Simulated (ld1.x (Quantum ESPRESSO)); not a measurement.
## Building the ultrasoft potential for Mn (PBE, scalar-relativistic).

Mn (Z = 25), ultrasoft, made with ld1.x (Quantum ESPRESSO) 7.5 (PBE, scalar-relativistic). Core [Ne], reference 3s2 3p6 3d5 4s1 4p1. Waves: 3s (bound): rcut 1.15, rcutus 1.35 bohr; 4s (bound): rcut 1.15, rcutus 1.35 bohr; 3p (bound): rcut 1.25, rcutus 1.40 bohr; 4p (bound): rcut 1.25, rcutus 1.40 bohr; 3d (bound): rcut 1.20, rcutus 1.50 bohr; 3d channel at 0.2 Ry: rcut 1.20, rcutus 1.50 bohr. Local part: all-electron potential smoothed inside 1.20 bohr (lloc = -2). Core correction: Bessel-smoothed model core inside 1.15 bohr. Augmentation charge: built from norm-conserving waves at rcut, not smoothed further.

- Largest excitation error: -3028 meV (all-electron minus pseudo) for 3s1 3p6 3d5 4s2 4p0, out of 7 test configurations
- Lowest eigenvalue of the overlap operator: 0.12 (s channel)

A Bessel basis up to 400 Ry misses an occupied level by 0.94 Ry, so cutoffs and ghosts were not judged. The potential misses its own reference levels by up to 1.5 eV, so it is not fit for use.
